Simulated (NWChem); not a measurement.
System: C2H3BF2; SMILES C=CB(F)F

Input file for NWChem:

```
start job
memory heap 200 mb stack 900 mb global 1100 mb
geometry units angstroms noautoz
  B     -0.030362     0.509689     0.000000
  F     -0.767527     1.615600     0.000000
  F      1.291122     0.669402     0.000000
  C     -0.673841    -0.896910     0.000000
  C      0.073383    -2.010834     0.000000
  H     -1.759625    -0.988868     0.000000
  H     -0.359894    -3.009154     0.000000
  H      1.160289    -1.961524     0.000000
end
basis spherical
  * library 3-21g
end
dft
  xc xpbe96 cpbe96
  iterations 150
  mulliken
end
task dft energy
```

The geometry was optimised at B3LYP/6-31G* (spherical d).

### Question
Give the results of this calculation. (PBE/3-21G.) Quantities: basis functions; energy (Ha); highest occupied level (eV); orbital gap (eV); dipole (D).

### Answer
| Quantity | Result |
|---|---|
| number of basis functions | 51 |
| energy (Ha) | -300.68 |
| highest occupied level (eV) | -7.16 |
| orbital gap (eV) | 5.13 |
| dipole (D) | 1.79 |
